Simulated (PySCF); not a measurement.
Computed with delta-SCF UKS SCAN, pcX-2 on the ionised atom, pcseg-1 elsewhere, spin-free X2C (PySCF 2.14.0). Geometries: PBE0-D3(BJ)/def2-SVP; isolated species, one conformer each. Values against the vacuum level.

Question: Rank by computed C 1s binding energy, lowest first.
A. C4 in `[F:1][C@@H:2]1[CH:3]=[C:4]1[Br:5]`
B. C2 in `[OH:1][CH2:2][CH2:3][CH2:4][CH2:5][CH2:6][CH2:7][OH:8]`
C. C1 in `[CH2:1]=[CH:2][C@@H:3]1[CH2:4][Si@H:5]1[N:6]([SiH3:7])[SiH3:8]`
D. C7 in `[CH3:1][c:2]1[cH:3][n+:4]([CH3:5])[cH:6][cH:7][n:8]1`
E. C4 in `[CH3:1][CH2:2][CH2:3][C:4](=[O:5])[Cl:6]`

Answer: C (289.40 eV), B (292.08 eV), A (292.36 eV), E (295.01 eV), D (296.76 eV).

The highest is bonded to N (aromatic in the SMILES), C (aromatic in the SMILES) and H in a species of charge +1, the lowest to C (double bond) and 2 H; the range is 7.36 eV.

Question: Order these sites by rising N 1s binding energy.
A. Nitrogen in `C=C[C@@H]1C[Si@H]1N([SiH3])[SiH3]`
B. N4 in `[CH3:1][c:2]1[cH:3][n+:4]([CH3:5])[cH:6][cH:7][n:8]1`
C. Nitrogen in `ONC1=CC=CC=C1`
D. Nitrogen in `N#CCCO`

Answer: A (403.85 eV), D (405.40 eV), C (406.67 eV), B (413.12 eV).

The highest is bonded to 2 C (aromatic in the SMILES) and C in a species of charge +1, the lowest to 3 Si; the range is 9.27 eV.

Question: Order these sites by rising O 1s binding energy.
A. Oxygen in `O=C(Cl)CCC`
B. Oxygen in `ONc1ccccc1`
C. Oxygen in `COc1cccnc1`

Answer: A (538.80 eV), C (539.19 eV), B (539.59 eV).

The highest is bonded to N and H, the lowest to C (double bond); the range is 0.79 eV.
